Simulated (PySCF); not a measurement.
O3Sn, SMILES [O]=[Sn]1[O][O]1.

Geometry optimised at B3LYP-D3(BJ)/def2-SVP. The def2 effective core potentials stand for the cores of Sn; spin–orbit coupling is left out.

Two levels are set side by side: PBE/def2-TZVPD (PySCF) and CAM-B3LYP/def2-TZVPD (PySCF). Same geometry, gas phase. Differences are taken from unrounded values.

```tsv
quantity	CAM-B3LYP
orbital gap (eV)	6.68
highest occupied level (eV)	-9.74
lowest empty level (eV)	-3.06
dipole moment (D)	0.73
mean polarisability (bohr³)	47.2
```

Task: What does PBE give, and how far is it from CAM-B3LYP? (The exact figures need the calculation; the answer reports its results.)

Result: 
```csv
quantity,PBE,PBE minus CAM-B3LYP
orbital gap (eV),1.53,-5.15
highest occupied level (eV),-6.41,3.32
lowest empty level (eV),-4.89,-1.82
dipole moment (D),0.56,-0.18
mean polarisability (bohr³),49.5,2.3
```

Without exact exchange PBE keeps part of each electron's self-repulsion, which lifts occupied levels and narrows the gap. Loosely held outer electrons make PBE densities more polarisable. Differences between two approximate levels are no errors against the true value.

Rough cost on one machine, each run with all the roots and properties that it gave: CAM-B3LYP against PBE within a factor of 2.
